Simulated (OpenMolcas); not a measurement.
# CH5BN2 (SMILES NC1BN1): the energy, rung by rung

CH5BN2 has 9 atoms, charge 0, and is taken as a singlet. As SMILES, `NC1BN1`. The shape is that of a PBE0-D4/def2-TZVP optimisation. This is one conformer, not always the lowest.

```xyz
9

N     0.1429    1.1944   -0.6406
C    -0.3642   -0.0772   -0.2223
B     0.5912   -1.1941    0.3032
N    -0.1305   -0.4699    1.1715
H     0.7840    1.1174   -1.4170
H    -0.5899    1.8426   -0.8924
H    -1.3664   -0.3172   -0.5827
H     1.4142   -2.0390    0.1947
H    -0.3928   -0.1032    2.0683
```

Each level gives the energy change with the N1–H6 bond stretched from 1.010 to 1.313 Å (eV). The values are calculated.

```json
{"level": "SVWN5/cc-pVDZ (restricted)", "kind": "LDA", "program": "OpenMolcas", "value (eV)": "0.96", "CPU time (all runs)": "65 s"}
{"level": "PBE/cc-pVDZ (restricted)", "kind": "GGA", "program": "OpenMolcas", "value (eV)": "0.96", "CPU time (all runs)": "97 s"}
{"level": "TPSS/cc-pVDZ (restricted)", "kind": "meta-GGA", "program": "OpenMolcas", "value (eV)": "0.97", "CPU time (all runs)": "2 min"}
{"level": "r2SCAN/cc-pVDZ (restricted)", "kind": "meta-GGA", "program": "OpenMolcas", "value (eV)": "1.06", "CPU time (all runs)": "1.9 min"}
{"level": "B3LYP/cc-pVDZ (restricted)", "kind": "global hybrid", "program": "OpenMolcas", "value (eV)": "1.04", "CPU time (all runs)": "85 s"}
{"level": "BHLYP/cc-pVDZ (restricted)", "kind": "global hybrid", "program": "OpenMolcas", "value (eV)": "1.20", "CPU time (all runs)": "77 s"}
{"level": "B2PLYP/cc-pVDZ (restricted)", "kind": "double hybrid", "program": "OpenMolcas", "value (eV)": "1.08", "CPU time (all runs)": "68 s"}
{"level": "MP2/cc-pVDZ (restricted)", "kind": "perturbation theory", "program": "OpenMolcas", "value (eV)": "1.11", "CPU time (all runs)": "19 s"}
```

The first shape isn't each level's own minimum. The values span 0.96 to 1.20 eV. Times are those of the runs behind each value, whatever else they computed, on shared processors of several kinds: orders of magnitude only.
